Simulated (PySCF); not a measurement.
Species: p-phenylenediamine, C₆H₈N₂.
SMILES with atom numbers: `[NH2:1][c:2]1[cH:3][cH:4][c:5]([NH2:6])[cH:7][cH:8]1` (hydrogens: H9, H10 on N1; H11 on C3; H12 on C4; H13, H14 on N6; H15 on C7; H16 on C8)

The closed-shell SCF was solved with PySCF and density fitting under several settings on one GFN2-xTB geometry (grid level 2 and gas phase unless stated).

```json
{"settings": "PBE0/pcSseg-1", "basis functions": "176", "SCF cycles": "12", "E (Eh)": "-342.5156", "HOMO (eV)": "-4.98", "LUMO (eV)": "0.10", "dipole (D)": "1.98"}
{"settings": "PBE0/def2-SVPD", "basis functions": "224", "SCF cycles": "12", "E (Eh)": "-342.3373", "HOMO (eV)": "-5.07", "LUMO (eV)": "-0.02", "dipole (D)": "1.81"}
{"settings": "PBE0/6-31++G**", "basis functions": "192", "SCF cycles": "12", "E (Eh)": "-342.5798", "HOMO (eV)": "-5.01", "LUMO (eV)": "-0.04", "dipole (D)": "1.98"}
```

Problem. Estimate the rows for these settings: (1) B97-D/3-21G; (2) B3LYP/pcSseg-1, IEF-PCM acetone.

Solution. 
```csv
settings,basis functions,SCF cycles,E (Eh),HOMO (eV),LUMO (eV),dipole (D)
B97-D/3-21G,88,12,-340.7965,-3.37,-0.05,2.40
"B3LYP/pcSseg-1, IEF-PCM acetone",176,12,-342.9407,-4.87,-0.21,2.38
```

Problem. Over all rows, what range does the HOMO–LUMO gap span?

Solution. From 3.32 eV (B97-D/3-21G) to 5.08 eV (PBE0/pcSseg-1). The functional of the narrowest has no exact exchange, that of the widest 25 % exact exchange.

Problem. And the dipole moment?

Solution. From 1.81 D (PBE0/def2-SVPD) to 2.40 D (B97-D/3-21G); the largest is 1.33 times the smallest, and the median is 1.98 D.

Problem. Compare two rows with the functional PBE0: PBE0/pcSseg-1 and PBE0/def2-SVPD. Which energy is lower, and by how much?

Solution. PBE0/pcSseg-1 (176 functions) lies 0.1783 Eh or 112 kcal/mol below PBE0/def2-SVPD (224 functions). The smaller set gives the lower energy; the two sets aren't nested, so the variational bound doesn't order them by size.

B97-D ran without the empirical dispersion term, which would shift the total energy alone. Cycle counts include a coarse-grid stage where the run had one. All basis functions are spherical, in the Pople sets too. Geometry: GFN2-xTB; no vibrations or thermal averaging.

Conformer computed: `[NH2:1][c:2]1[cH:3][cH:4][c:5]([NH2:6])[cH:7][cH:8]1`: H–N1–C2–C3 -159°, H–N1–C2–C3 -24°, H–N6–C5–C4 25°, H–N6–C5–C4 159°.
